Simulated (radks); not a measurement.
Problem. Species: Pb49+. Configuration: [Ar] 3d10 4s2 4p3. Calculated with a radial shooting solver on a logarithmic mesh with Libxc functionals: Dirac Kohn-Sham, PBE, spin-unpolarised, spherical densities, point nucleus; open shells are shared between the two j in proportion to 2j + 1.

Spin-orbit splittings of the eigenvalues, e(l+1/2) - e(l-1/2), with zeta = 2 splitting/(2l+1) and mean radii in bohr:

shell  occ.  splitting (eV)  zeta (eV)  <r> j=l-1/2  <r> j=l+1/2
2p        6               ?          ?      0.05479      0.06367
3p        6           509.0      339.3       0.1616       0.1767
3d       10           109.8      43.92       0.1530       0.1576
4p        3           170.5      113.7       0.3370       0.3587
4d        0           36.85      14.74       0.3445       0.3505

Estimate the 2p splitting.

Solution. 2196 eV (zeta = 1464 eV).
